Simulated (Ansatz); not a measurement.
# Molecular dynamics of CH4AlNO

Input file:

```yaml
crystal:
  periodic: [false, false, false]
  atoms:
    - { symbol: "N", position_ang: [-1.219365, 1.189399, 0.336679] }
    - { symbol: C, position_ang: [-0.008075, 1.466975, 0.038327] }
    - { symbol: Al, position_ang: [1.300737, -0.078116, -0.088356] }
    - { symbol: O, position_ang: [0.12791, -1.552484, 0.089794] }
    - { symbol: H, position_ang: [-1.338463, 0.16571, 0.468876] }
    - { symbol: H, position_ang: [0.220426, 2.540268, -0.111238] }
    - { symbol: H, position_ang: [1.426344, -1.792057, -0.195363] }
    - { symbol: H, position_ang: [-0.509515, -1.939697, -0.538719] }
basis:
  gaussian: { orbitals: def2-SVP }
hamiltonian:
  xc: b3lyp
md:
  timestep: 0.5
  n_steps: 200
  ensemble: nve
  temperature: 300.0
  initial_velocities: maxwell_boltzmann
  seed: 3985
```

Launched with:

```bash
$ ansatz run input.yaml --threads 1 --pin off --max-ram 2048MiB --backend cpu --events-out ev --progress --plain --runs-dir out
```

It starts at the highest image of a converged band. Of that band: The profile has 2 maxima (images 3, 6) with wells between them (image 4): this band takes more than one step, which may be the mechanism or a detour left from its start path. Neighbouring images differ by up to 1.9 eV, so the band resolves the path poorly. A vibrational analysis at the climbing image gives one clearly imaginary mode, 1413i cm⁻¹: a first-order saddle point.

Output, in part (one step line in 3, the closing report, with atoms numbered from 0):

```
md step     0: t =     0.00 fs  T =   300.0 K  F+E_penalty+E_count = -11228.35306263 eV  E_kin = 0.232668 eV  conserved = -11228.12039463 eV  (27 SCF iters)
md step     3: t =     1.50 fs  T =   250.7 K  F+E_penalty+E_count = -11228.31400699 eV  E_kin = 0.194411 eV  conserved = -11228.11959570 eV  (32 SCF iters)
md step     6: t =     3.00 fs  T =   205.6 K  F+E_penalty+E_count = -11228.27879790 eV  E_kin = 0.159422 eV  conserved = -11228.11937565 eV  (33 SCF iters)
md step     9: t =     4.50 fs  T =   202.8 K  F+E_penalty+E_count = -11228.27719807 eV  E_kin = 0.157272 eV  conserved = -11228.11992600 eV  (33 SCF iters)
md step    12: t =     6.00 fs  T =   169.8 K  F+E_penalty+E_count = -11228.25134486 eV  E_kin = 0.131684 eV  conserved = -11228.11966073 eV  (33 SCF iters)
md step    15: t =     7.50 fs  T =   142.8 K  F+E_penalty+E_count = -11228.23005225 eV  E_kin = 0.110778 eV  conserved = -11228.11927389 eV  (27 SCF iters)
md step    18: t =     9.00 fs  T =   179.9 K  F+E_penalty+E_count = -11228.25915076 eV  E_kin = 0.139546 eV  conserved = -11228.11960448 eV  (33 SCF iters)
md step    21: t =    10.50 fs  T =   239.4 K  F+E_penalty+E_count = -11228.30536858 eV  E_kin = 0.185655 eV  conserved = -11228.11971357 eV  (33 SCF iters)
md step    24: t =    12.00 fs  T =   305.0 K  F+E_penalty+E_count = -11228.35598629 eV  E_kin = 0.236549 eV  conserved = -11228.11943759 eV  (33 SCF iters)
md step    27: t =    13.50 fs  T =   414.8 K  F+E_penalty+E_count = -11228.44105645 eV  E_kin = 0.321695 eV  conserved = -11228.11936191 eV  (32 SCF iters)
md step    30: t =    15.00 fs  T =   595.7 K  F+E_penalty+E_count = -11228.58096756 eV  E_kin = 0.461978 eV  conserved = -11228.11898951 eV  (32 SCF iters)
md step    33: t =    16.50 fs  T =   905.1 K  F+E_penalty+E_count = -11228.82110957 eV  E_kin = 0.701924 eV  conserved = -11228.11918528 eV  (33 SCF iters)
md step    36: t =    18.00 fs  T =  1326.2 K  F+E_penalty+E_count = -11229.14819201 eV  E_kin = 1.028550 eV  conserved = -11228.11964174 eV  (33 SCF iters)
md step    39: t =    19.50 fs  T =  1818.9 K  F+E_penalty+E_count = -11229.53035420 eV  E_kin = 1.410679 eV  conserved = -11228.11967545 eV  (32 SCF iters)
md step    42: t =    21.00 fs  T =  2371.3 K  F+E_penalty+E_count = -11229.96022209 eV  E_kin = 1.839106 eV  conserved = -11228.12111572 eV  (30 SCF iters)
md step    45: t =    22.50 fs  T =  2802.7 K  F+E_penalty+E_count = -11230.29536017 eV  E_kin = 2.173642 eV  conserved = -11228.12171815 eV  (30 SCF iters)
md step    48: t =    24.00 fs  T =  3025.9 K  F+E_penalty+E_count = -11230.46813261 eV  E_kin = 2.346782 eV  conserved = -11228.12135079 eV  (29 SCF iters)
md step    51: t =    25.50 fs  T =  3097.3 K  F+E_penalty+E_count = -11230.52352217 eV  E_kin = 2.402118 eV  conserved = -11228.12140450 eV  (29 SCF iters)
md step    54: t =    27.00 fs  T =  3019.3 K  F+E_penalty+E_count = -11230.46292290 eV  E_kin = 2.341622 eV  conserved = -11228.12130128 eV  (31 SCF iters)
md step    57: t =    28.50 fs  T =  2814.1 K  F+E_penalty+E_count = -11230.30335043 eV  E_kin = 2.182478 eV  conserved = -11228.12087210 eV  (30 SCF iters)
md step    60: t =    30.00 fs  T =  2537.7 K  F+E_penalty+E_count = -11230.08905423 eV  E_kin = 1.968132 eV  conserved = -11228.12092174 eV  (30 SCF iters)
md step    63: t =    31.50 fs  T =  2211.8 K  F+E_penalty+E_count = -11229.83547381 eV  E_kin = 1.715346 eV  conserved = -11228.12012810 eV  (30 SCF iters)
md step    66: t =    33.00 fs  T =  1956.2 K  F+E_penalty+E_count = -11229.63701987 eV  E_kin = 1.517173 eV  conserved = -11228.11984703 eV  (30 SCF iters)
md step    69: t =    34.50 fs  T =  1819.6 K  F+E_penalty+E_count = -11229.53146994 eV  E_kin = 1.411211 eV  conserved = -11228.12025927 eV  (30 SCF iters)
md step    72: t =    36.00 fs  T =  1756.5 K  F+E_penalty+E_count = -11229.48211436 eV  E_kin = 1.362257 eV  conserved = -11228.11985696 eV  (31 SCF iters)
md step    75: t =    37.50 fs  T =  1802.0 K  F+E_penalty+E_count = -11229.51826642 eV  E_kin = 1.397524 eV  conserved = -11228.12074204 eV  (32 SCF iters)
md step    78: t =    39.00 fs  T =  1818.8 K  F+E_penalty+E_count = -11229.53284369 eV  E_kin = 1.410589 eV  conserved = -11228.12225509 eV  (32 SCF iters)
md step    81: t =    40.50 fs  T =  1590.6 K  F+E_penalty+E_count = -11229.35552648 eV  E_kin = 1.233609 eV  conserved = -11228.12191720 eV  (32 SCF iters)
md step    84: t =    42.00 fs  T =  1212.1 K  F+E_penalty+E_count = -11229.05954749 eV  E_kin = 0.940085 eV  conserved = -11228.11946285 eV  (32 SCF iters)
md step    87: t =    43.50 fs  T =  1103.9 K  F+E_penalty+E_count = -11228.97398025 eV  E_kin = 0.856166 eV  conserved = -11228.11781386 eV  (33 SCF iters)
md step    90: t =    45.00 fs  T =  1503.4 K  F+E_penalty+E_count = -11229.28639526 eV  E_kin = 1.165969 eV  conserved = -11228.12042615 eV  (33 SCF iters)
md step    93: t =    46.50 fs  T =  2010.0 K  F+E_penalty+E_count = -11229.68192809 eV  E_kin = 1.558891 eV  conserved = -11228.12303675 eV  (31 SCF iters)
md step    96: t =    48.00 fs  T =  2190.7 K  F+E_penalty+E_count = -11229.82125568 eV  E_kin = 1.699014 eV  conserved = -11228.12224207 eV  (32 SCF iters)
md step    99: t =    49.50 fs  T =  2096.7 K  F+E_penalty+E_count = -11229.74725636 eV  E_kin = 1.626144 eV  conserved = -11228.12111266 eV  (31 SCF iters)
md step   102: t =    51.00 fs  T =  1889.7 K  F+E_penalty+E_count = -11229.58619464 eV  E_kin = 1.465549 eV  conserved = -11228.12064558 eV  (30 SCF iters)
md step   105: t =    52.50 fs  T =  1662.3 K  F+E_penalty+E_count = -11229.40872901 eV  E_kin = 1.289182 eV  conserved = -11228.11954709 eV  (31 SCF iters)
md step   108: t =    54.00 fs  T =  1575.2 K  F+E_penalty+E_count = -11229.34102726 eV  E_kin = 1.221638 eV  conserved = -11228.11938903 eV  (31 SCF iters)
md step   111: t =    55.50 fs  T =  1657.5 K  F+E_penalty+E_count = -11229.40550854 eV  E_kin = 1.285463 eV  conserved = -11228.12004596 eV  (31 SCF iters)
md step   114: t =    57.00 fs  T =  1833.1 K  F+E_penalty+E_count = -11229.54128566 eV  E_kin = 1.421711 eV  conserved = -11228.11957449 eV  (31 SCF iters)
md step   117: t =    58.50 fs  T =  2160.8 K  F+E_penalty+E_count = -11229.79564282 eV  E_kin = 1.675852 eV  conserved = -11228.11979129 eV  (31 SCF iters)
md step   120: t =    60.00 fs  T =  2600.6 K  F+E_penalty+E_count = -11230.13819751 eV  E_kin = 2.016898 eV  conserved = -11228.12129990 eV  (31 SCF iters)
md step   123: t =    61.50 fs  T =  2918.1 K  F+E_penalty+E_count = -11230.38600555 eV  E_kin = 2.263187 eV  conserved = -11228.12281837 eV  (30 SCF iters)
md step   126: t =    63.00 fs  T =  2871.8 K  F+E_penalty+E_count = -11230.35094009 eV  E_kin = 2.227274 eV  conserved = -11228.12366609 eV  (31 SCF iters)
md step   129: t =    64.50 fs  T =  2413.8 K  F+E_penalty+E_count = -11229.99204551 eV  E_kin = 1.872037 eV  conserved = -11228.12000901 eV  (27 SCF iters)
md step   132: t =    66.00 fs  T =  2086.8 K  F+E_penalty+E_count = -11229.73647999 eV  E_kin = 1.618475 eV  conserved = -11228.11800543 eV  (32 SCF iters)
md step   135: t =    67.50 fs  T =  2177.0 K  F+E_penalty+E_count = -11229.80976409 eV  E_kin = 1.688421 eV  conserved = -11228.12134349 eV  (32 SCF iters)
md step   138: t =    69.00 fs  T =  2229.9 K  F+E_penalty+E_count = -11229.85138978 eV  E_kin = 1.729428 eV  conserved = -11228.12196202 eV  (31 SCF iters)
md step   141: t =    70.50 fs  T =  2071.0 K  F+E_penalty+E_count = -11229.72681831 eV  E_kin = 1.606159 eV  conserved = -11228.12065929 eV  (32 SCF iters)
md step   144: t =    72.00 fs  T =  1862.2 K  F+E_penalty+E_count = -11229.56421186 eV  E_kin = 1.444211 eV  conserved = -11228.12000088 eV  (31 SCF iters)
md step   147: t =    73.50 fs  T =  1710.8 K  F+E_penalty+E_count = -11229.44689344 eV  E_kin = 1.326808 eV  conserved = -11228.12008593 eV  (28 SCF iters)
md step   150: t =    75.00 fs  T =  1627.1 K  F+E_penalty+E_count = -11229.38149268 eV  E_kin = 1.261903 eV  conserved = -11228.11958969 eV  (32 SCF iters)
md step   153: t =    76.50 fs  T =  1690.8 K  F+E_penalty+E_count = -11229.43049740 eV  E_kin = 1.311344 eV  conserved = -11228.11915353 eV  (32 SCF iters)
md step   156: t =    78.00 fs  T =  1956.3 K  F+E_penalty+E_count = -11229.63687161 eV  E_kin = 1.517206 eV  conserved = -11228.11966583 eV  (31 SCF iters)
md step   159: t =    79.50 fs  T =  2343.1 K  F+E_penalty+E_count = -11229.93724876 eV  E_kin = 1.817196 eV  conserved = -11228.12005298 eV  (31 SCF iters)
md step   162: t =    81.00 fs  T =  2752.6 K  F+E_penalty+E_count = -11230.25594161 eV  E_kin = 2.134817 eV  conserved = -11228.12112475 eV  (30 SCF iters)
md step   165: t =    82.50 fs  T =  3017.2 K  F+E_penalty+E_count = -11230.46206377 eV  E_kin = 2.340034 eV  conserved = -11228.12202968 eV  (30 SCF iters)
md step   168: t =    84.00 fs  T =  2997.6 K  F+E_penalty+E_count = -11230.44667801 eV  E_kin = 2.324815 eV  conserved = -11228.12186261 eV  (30 SCF iters)
md step   171: t =    85.50 fs  T =  2725.8 K  F+E_penalty+E_count = -11230.23438456 eV  E_kin = 2.114055 eV  conserved = -11228.12032945 eV  (30 SCF iters)
md step   174: t =    87.00 fs  T =  2403.1 K  F+E_penalty+E_count = -11229.98365408 eV  E_kin = 1.863758 eV  conserved = -11228.11989561 eV  (31 SCF iters)
md step   177: t =    88.50 fs  T =  2102.8 K  F+E_penalty+E_count = -11229.75165192 eV  E_kin = 1.630857 eV  conserved = -11228.12079465 eV  (31 SCF iters)
md step   180: t =    90.00 fs  T =  1707.4 K  F+E_penalty+E_count = -11229.44504143 eV  E_kin = 1.324210 eV  conserved = -11228.12083185 eV  (30 SCF iters)
md step   183: t =    91.50 fs  T =  1226.5 K  F+E_penalty+E_count = -11229.07042756 eV  E_kin = 0.951204 eV  conserved = -11228.11922314 eV  (31 SCF iters)
md step   186: t =    93.00 fs  T =   904.2 K  F+E_penalty+E_count = -11228.81989809 eV  E_kin = 0.701263 eV  conserved = -11228.11863556 eV  (31 SCF iters)
md step   189: t =    94.50 fs  T =   843.1 K  F+E_penalty+E_count = -11228.77312819 eV  E_kin = 0.653897 eV  conserved = -11228.11923088 eV  (31 SCF iters)
md step   192: t =    96.00 fs  T =   957.1 K  F+E_penalty+E_count = -11228.86152669 eV  E_kin = 0.742317 eV  conserved = -11228.11920990 eV  (31 SCF iters)
md step   195: t =    97.50 fs  T =  1218.0 K  F+E_penalty+E_count = -11229.06415211 eV  E_kin = 0.944660 eV  conserved = -11228.11949237 eV  (32 SCF iters)
md step   198: t =    99.00 fs  T =  1580.9 K  F+E_penalty+E_count = -11229.34619442 eV  E_kin = 1.226073 eV  conserved = -11228.12012174 eV  (32 SCF iters)
md step   200: t =   100.00 fs  T =  1834.6 K  F+E_penalty+E_count = -11229.54337000 eV  E_kin = 1.422870 eV  conserved = -11228.12050031 eV  (28 SCF iters)
Total energy: -11229.54361562 eV, -412.6781162161 hartree
Atom 0 at    -1.302110     1.639781     0.164238 Å, force    -0.899958     0.812714     0.627587 eV/Å
Atom 1 at    -0.046748     1.600394     0.180195 Å, force     1.252504    -2.965316    -0.320665 eV/Å
Atom 2 at     1.199397    -0.279804    -0.133017 Å, force    -2.297887     1.392396     1.002304 eV/Å
Atom 3 at     0.284359    -1.857479     0.234097 Å, force     2.187845     0.857678    -1.550706 eV/Å
Atom 4 at    -1.719708     0.847427     0.674731 Å, force     0.070634    -0.095028    -0.395386 eV/Å
Atom 5 at     0.553807     2.390085    -0.308064 Å, force     0.018298     0.456581    -0.074259 eV/Å
Atom 6 at     2.262363     0.837487    -0.910444 Å, force     0.032735    -1.707055     0.003007 eV/Å
Atom 7 at     0.542405    -2.709409    -0.221833 Å, force    -0.364172     1.248029     0.708118 eV/Å
Dipole moment:     0.517654    -0.718284    -0.108482 e Å
```

All steps were run. The conserved energy stayed within 0.41 meV per atom of its start (net change -0.013 meV per atom), so the integration is sound. The system heated up, since it started high on the potential surface and ran downhill. A run of 0.1 ps of so small a system gives no equilibrium averages. The orbitals stay closed-shell, which can raise the energy where a bond breaks towards radicals; this wasn't checked here.

The step under study would form O4–H7 and break Al3–H7. These pairs go: O4–H7 1.35 → 3.53 Å, Al3–H7 1.72 → 1.73 Å. In the last frame they stand as before the step (other bonds may differ from the relaxed reactants and products). These pairs come and go: their bonding changes 8 times, last at 97 of 100 fs, so the outcome isn't settled. It ends as one piece, CH4AlNO. Pairs count as bonded within 1.25 times the sum of covalent radii (0.12 Å more for H–H).

Last frame:

```xyz
8
Properties=species:S:1:pos:R:3
N -1.302 1.640 0.164
C -0.047 1.600 0.180
Al 1.199 -0.280 -0.133
O 0.284 -1.857 0.234
H -1.720 0.847 0.675
H 0.554 2.390 -0.308
H 2.262 0.838 -0.910
H 0.542 -2.709 -0.222
```

Run time: 15 min on 1 thread of Arm Neoverse N1, on a shared host, peak memory 0.15 GiB.
